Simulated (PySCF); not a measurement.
Ge3H8. Atoms are numbered in the order given.

```xyz
11

Ge     1.9926     0.0000    -0.4505
Ge     0.0000     0.0000     0.9291
Ge    -1.9926     0.0000    -0.4505
H      3.2665    -0.0052     0.4146
H      2.0032    -1.2473    -1.3539
H      2.0082     1.2526    -1.3465
H      0.0002     1.2466     1.8372
H     -0.0002    -1.2466     1.8372
H     -2.0082    -1.2526    -1.3465
H     -2.0032     1.2473    -1.3539
H     -3.2665     0.0052     0.4146
```
Charge 0, spin multiplicity 1.

Geometry optimised at PBE0-D3(BJ)/def2-SVP.

These are PBE0/pcSseg-1 run with PySCF values and carry that method's errors.

GIAO shieldings, no solvent; atoms alike by connectivity are averaged. δ = σ(ref) − σ: ⁷³Ge against GeH4 (σ = 1658.3 ppm); ¹H against TMS (σ = 31.56 ppm), references at their B3LYP-D3(BJ)/def2-TZVP geometries, non-relativistic.

Computed chemical shifts:
```csv
nucleus,atoms,count,δ (ppm)
⁷³Ge,"Ge1, Ge3",2,8.8
⁷³Ge,Ge2,1,-9.2
¹H,"H4, H5, H6, H9, H10, H11",6,3.99
¹H,"H7, H8",2,3.88
```
